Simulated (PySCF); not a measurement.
Choosing a molecule for a target property.

Species are written as SMILES; each is one conformer at its optimised geometry, gas phase, non-relativistic unless stated; the electronic structure was computed with PySCF and density fitting.

The conformers computed, where there is a choice (atom-mapped SMILES and torsion angles):
- `[CH3:1][CH2:2][n:3]1[cH:4][cH:5][n:6][cH:7]1`: C1–C2–N3–C4 -81°
- `[OH:1][CH2:2][C:3]([Cl:4])([Cl:5])[Cl:6]`: O1–C2–C3–Cl4 60°, H–O1–C2–C3 -59°
- `[SiH3:1][GeH2:2][GeH2:3][CH2:4][Cl:5]`: Si1–Ge2–Ge3–C4 59°, Ge2–Ge3–C4–Cl5 -55°
- `[CH3:1][S:2][Si@@H:3]([SiH3:4])[SiH2:5][Cl:6]`: C1–S2–Si3–Si4 67°, S2–Si3–Si5–Cl6 -165°
- `[OH:1][B:2]([OH:3])[c:4]1[cH:5][cH:6][n:7][cH:8][cH:9]1`: O1–B2–C4–C5 -7°, H–O1–B2–O3 177°, H–O3–B2–O1 -1°
- `[CH3:1][CH2:2][C@H:3]1[O:4][CH2:5][C:6]1=[O:7]`: C1–C2–C3–O4 -178°

Question: Wanted: HOMO–LUMO gap below 9.5 eV (wB97X-D/def2-SVPD) and lowest singlet excitation below 5.3 eV (TDDFT wB97X-D/def2-SVPD), at PBE0-D3(BJ)/def2-SVP geometries. Which candidate meets both?
A. `Cc1ccccc1C`
B. `[SiH3][GeH2][GeH2][CH2]Cl`
C. `OCC(Cl)(Cl)Cl`
D. `OB(O)c1ccncc1`
E. `CCn1ccnc1`
F. `CS[Si@@H]([SiH3])[SiH2]Cl`

Answer: F. Computed values:
```
                  species  HOMO–LUMO gap  lowest singlet excitation
CS[Si@@H]([SiH3])[SiH2]Cl        9.41 eV                    5.18 eV
            OB(O)c1ccncc1        9.62 eV                    4.67 eV
               Cc1ccccc1C       10.18 eV                    5.37 eV
                CCn1ccnc1       10.47 eV                    6.44 eV
[SiH3][GeH2][GeH2][CH2]Cl       10.84 eV                    6.77 eV
            OCC(Cl)(Cl)Cl       11.52 eV                    6.59 eV
```

Question: Wanted: electronic spatial extent ⟨r²⟩ about the centre of nuclear charge below 960 bohr² (wB97X-D/def2-SVPD) and vertical ionisation energy above 9.7 eV (ΔSCF wB97X-D/def2-SVPD), at PBE0-D3(BJ)/def2-SVP geometries. Which candidate meets both?
A. `OCC(Cl)(Cl)Cl`
B. `CS[Si@@H]([SiH3])[SiH2]Cl`
C. `C([C@@H]1C(=O)CO1)C`
D. `Cc1ccccc1C`
E. `[SiH3][GeH2][GeH2][CH2]Cl`

Answer: C. Computed values:
```
                  species  electronic spatial extent ⟨r²⟩ about the centre of nuclear charge  vertical ionisation energy
      C([C@@H]1C(=O)CO1)C                                                          776 bohr²                     9.85 eV
               Cc1ccccc1C                                                          952 bohr²                     8.59 eV
            OCC(Cl)(Cl)Cl                                                          970 bohr²                    11.12 eV
[SiH3][GeH2][GeH2][CH2]Cl                                                         1757 bohr²                     9.61 eV
CS[Si@@H]([SiH3])[SiH2]Cl                                                         2117 bohr²                     8.87 eV
```

Question: Wanted: smallest rotational constant below 0.7 GHz (PBE0-D3(BJ)/def2-SVP) and HOMO energy above -9.5 eV (wB97X-D/def2-SVPD), at PBE0-D3(BJ)/def2-SVP geometries. Which candidate meets both?
A. `[SiH3][GeH2][GeH2][CH2]Cl`
B. `OCC(Cl)(Cl)Cl`
C. `OB(O)c1ccncc1`
D. `Cc1ccccc1C`
E. `CCn1ccnc1`
F. `CS[Si@@H]([SiH3])[SiH2]Cl`

Answer: F. Computed values:
| species | smallest rotational constant | HOMO energy |
| --- | --- | --- |
| CS[Si@@H]([SiH3])[SiH2]Cl | 0.519 GHz | -8.75 eV |
| [SiH3][GeH2][GeH2][CH2]Cl | 0.609 GHz | -9.53 eV |
| OB(O)c1ccncc1 | 0.868 GHz | -9.38 eV |
| Cc1ccccc1C | 1.304 GHz | -8.53 eV |
| OCC(Cl)(Cl)Cl | 1.432 GHz | -10.76 eV |
| CCn1ccnc1 | 1.724 GHz | -8.39 eV |
